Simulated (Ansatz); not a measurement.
Ansatz results at the PBE0-D4/def2-TZVP geometry: size of the dipole moment (PBE/def2-TZVPP) 1.46 D; LUMO energy (PBE0/def2-TZVPP) -0.80 eV; size of the dipole moment (ωB97M-V/def2-TZVPP) 1.57 D.

Each molecule was computed in one conformer, which needn't be the lowest.

(1) Which molecule gave them?
A. `F[Si]1([SeH])CO1`
B. `B[AsH]C[SiH3]`
C. `O[Si]1(F)C[Se]1`
D. `C[SiH2][Ga]([F])[Cl]`

## Answers

(1) C. The others give `B[AsH]C[SiH3]`: 1.03, -1.93, 0.79; `C[SiH2][Ga]([F])[Cl]`: 3.76, -1.70, 3.85; `F[Si]1([SeH])CO1`: 1.81, -0.59, 2.01.
